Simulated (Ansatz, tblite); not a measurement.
Removing and adding an electron: NbH₄. Charge 0, multiplicity 2. Geometry: r2SCAN-D4/def2-TZVP. Ansatz, gas phase; energy differences of separate SCF runs; the oxidised species is a singlet (the triplet lies 2.62 eV higher at PBE0-D4/def2-TZVP); the reduced species is a triplet (the singlet lies 1.30 eV higher at PBE0-D4/def2-TZVPD).

```xyz
5

Nb    0.000    0.000    0.000
H     0.399   -1.506    0.822
H    -0.065    1.238    1.251
H    -1.538   -0.127   -0.849
H     1.204    0.395   -1.223
```

In the def2 sets Nb takes a core potential; there is no spin–orbit coupling. The xTB rows come from tblite. Correlated methods freeze no core orbitals; core or outer-core shells of Nb are correlated, in sets that lack core-valence functions. No other spin state of charge 0 was run.

**Question.** Estimate orbital energies and vertical ionisation energies and electron affinities at: GFN1-xTB; GFN2-xTB; HF/def2-TZVPP; PBE-D4/def2-TZVP; PBE-D4/def2-TZVPD; r2SCAN-D4/def2-TZVP; r2SCAN-D4/def2-TZVPD; PBE0-D4/def2-TZVP; PBE0-D4/def2-TZVPD; MP2/def2-TZVPP; CCSD/def2-TZVPP; CCSD(T)/def2-TZVPP.

**Answer.** 
```csv
level,−HOMO (eV),vertical IE (eV),−LUMO (eV),vertical EA (eV),HOMO–LUMO gap (eV),IE − EA (eV),remarks
GFN1-xTB,–,12.83,–,6.84,–,5.99,–
GFN2-xTB,–,14.23,–,6.58,–,7.65,–
HF/def2-TZVPP,–,8.13,–,–,–,–,–
PBE-D4/def2-TZVP,4.74,8.23,4.52,–,0.22,–,–
PBE-D4/def2-TZVPD,4.75,–,4.53,1.48,0.22,–,HOMO above zero (-1 triplet)
r2SCAN-D4/def2-TZVP,5.19,8.32,4.38,–,0.81,–,–
r2SCAN-D4/def2-TZVPD,5.19,–,4.38,1.54,0.81,–,HOMO above zero (-1 triplet)
PBE0-D4/def2-TZVP,6.28,8.39,3.35,–,2.94,–,–
PBE0-D4/def2-TZVPD,6.28,–,3.35,1.57,2.93,–,HOMO above zero (-1 triplet)
MP2/def2-TZVPP,–,8.28,–,–,–,–,–
CCSD/def2-TZVPP,–,8.29,–,–,–,–,–
CCSD(T)/def2-TZVPP,–,8.27,–,–,–,–,–
```

   A HOMO above zero means that the electron is unbound at that level or that self-interaction error raises the level; the energy of removing that electron tells which. HOMO and LUMO are the levels of the spin that leaves or enters (xTB has no such levels and no spin-polarisation term). Other spin states of the ions may lie lower, which would lower the ionisation energy or raise the affinity. Raw xTB energy differences between charge states are shifted by several eV; the methods need an empirical correction for them.
